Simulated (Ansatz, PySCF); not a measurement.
Stretching the B1–F2 bond in BFGeH4 (SMILES F[BH][GeH3]) (multiplicity 1 held, fragments rigid). Energies count from the point at 1.323 Å.
Geometry at that point (charge 0, multiplicity 1):
```xyz
7

B      0.46770    -1.26889    -0.23111
F     -0.42255    -2.19992     0.07085
Ge     0.00616     0.74781     0.02847
H      0.13637     1.48872    -1.31738
H     -1.41069     0.98372     0.57987
H      1.02005     1.39343     0.99409
H      1.52157    -1.65201    -0.64981
```

R- and RO- levels are restricted; in cc, def2 and unpolarised 6-31G sets they are followed outwards from rest. U- levels take the lowest unrestricted solution at each point, which mixes spins at long bonds. Levels need not reach the same state.

Correlated levels freeze the cores. Filled d and f shells under p-block atoms count as core. Rows in 3-21G carry no dispersion term and start afresh at each structure; the Pople sets are all-electron and without relativity.

Codes used: Ansatz (a program for electronic structure); PySCF for 3-21G rows. 

Energies in eV.

| R (Å) | R-HF/3-21G | R-HF/cc-pVTZ | U-wB97X-V/cc-pVTZ | U-MP2/cc-pVTZ | U-SCS-MP2/cc-pVTZ |
|---|---|---|---|---|---|
| 1.058 | 3.85 | 2.60 | 2.81 | 2.83 | 2.84 |
| 1.191 | 0.85 | 0.42 | 0.52 | 0.52 | 0.53 |
| 1.323 | 0.00 | 0.00 | 0.00 | 0.00 | 0.00 |
| 1.455 | 0.21 | 0.38 | 0.29 | 0.29 | 0.29 |
| 1.588 | 0.89 | 1.09 | 0.92 | 0.93 | 0.92 |
| 1.786 | 2.22 | 2.33 | 2.06 | 2.08 | 2.06 |
| 1.985 | 3.54 | 3.52 | 3.19 | 3.21 | 3.18 |
| 2.315 | 5.43 | 5.18 | 4.78 | 5.96 | 5.90 |
| 2.646 | 6.95 | 6.44 | 5.95 | 7.00 | 6.87 |
| 3.043 | 8.40 | 7.55 | 6.70 | 7.34 | 7.18 |
| 3.572 | 9.82 | 8.59 | 7.14 | 7.46 | 7.29 |
| 4.234 | 10.86 | 9.47 | 7.31 | 7.49 | 7.32 |

Doubts at one or more of the structures used: a restricted determinant that unrestricted orbitals would lower (R-HF/3-21G, R-HF/cc-pVTZ); a spin-contaminated determinant (U-wB97X-V/cc-pVTZ, U-MP2/cc-pVTZ, U-SCS-MP2/cc-pVTZ).
